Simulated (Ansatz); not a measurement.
Job for Ansatz (a quantum-chemistry and plane-wave program): R-CCSD(T)/cc-pVTZ on CH7GeN (SMILES C[NH][GeH3]). The run froze 16 orbitals, filled d shells among them.

Ansatz 0.2 input:
```yaml
crystal:
  periodic: [false, false, false]
  atoms:
    - {symbol: C, position_ang: [-1.40930429, 0.09047156, 0.00306956]}
    - {symbol: N, position_ang: [-0.20680079, -0.73202084, -0.07826180]}
    - {symbol: Ge, position_ang: [1.43753550, 0.10938833, 0.02055448]}
    - {symbol: H, position_ang: [-1.55398465, 0.77363534, -0.84582882]}
    - {symbol: H, position_ang: [-1.37296707, 0.69741087, 0.91058603]}
    - {symbol: H, position_ang: [-2.29451254, -0.54573975, 0.07695825]}
    - {symbol: H, position_ang: [-0.25958682, -1.39344499, -0.84124730]}
    - {symbol: H, position_ang: [1.52647917, 0.75620110, 1.41353346]}
    - {symbol: H, position_ang: [1.62256329, 1.21864790, -1.04745483]}
    - {symbol: H, position_ang: [2.51057822, -0.97454952, -0.16766518]}
basis:
  gaussian:
    orbitals: cc-pVTZ
magnetization: {spin_polarized: false}
correlation: {method: ccsd_t, electrons: outside_noble_gas}
scf: {lower_state_search: off}
```

It printed:

```
WARN ansatz: RAYON_NUM_THREADS=1 ignored (pool sized by the plan → 1); use --threads N
Functional definition: HF
these checks for a lower state are left out or cut short: stability, starts, cluster_reference, orbital_swaps, neighbouring_geometries, increment
integrals: 0.83 GiB planned
1157 factors; integrals over basis functions are off by at most 1.1e-3 eV
mean field: 0.61 GiB planned
mean field evaluation 1: about -59095.5965 eV, gradient 3.2e1 eV
mean field evaluation 2: about -59095.6886 eV, gradient 3.2e1 eV
mean field evaluation 4: about -59098.2699 eV, gradient 3.6e0 eV
mean field evaluation 8: about -59098.3112 eV, gradient 1.7e-1 eV
mean field -59098.31137824 eV, -2171.8228848762 hartree, gradient 1.1e-6 eV, S^2 0.000000; 0 other end points of the search recorded, 0 dependent functions left out
16 core orbitals not correlated
reference -59098.31137824 eV, -2171.8228848762 hartree; 10, 10 occupied and 175, 175 virtual orbitals, 1157 factors
second order -14.20884726 eV of doubles, -0.00000000 eV of singles
coupled cluster: 1.02 GiB planned
cycle   1  -14.83246721 eV  change   -6.2e-1 eV  update   8.0e-2
cycle   2  -15.24748400 eV  change   -4.2e-1 eV  update   2.4e-2
cycle   3  -15.30739923 eV  change   -6.0e-2 eV  update   9.8e-3
cycle   4  -15.30267966 eV  change    4.7e-3 eV  update   2.4e-3
cycle   5  -15.30308731 eV  change   -4.1e-4 eV  update   1.1e-3
cycle   6  -15.30306761 eV  change    2.0e-5 eV  update   3.5e-4
cycle   7  -15.30294986 eV  change    1.2e-4 eV  update   1.4e-4
cycle   8  -15.30297306 eV  change   -2.3e-5 eV  update   5.6e-5
cycle   9  -15.30297738 eV  change   -4.3e-6 eV  update   1.9e-5
perturbative correction -0.54568176 eV, -0.0200534347 hartree
Total energy: -59114.16003738 eV, -2172.4053123570 hartree
Checks for a lower state left out: stability, starts, cluster_reference, orbital_swaps, neighbouring_geometries, increment
```

Self-consistency was reached.

Cost: around 90 core-seconds (rough).
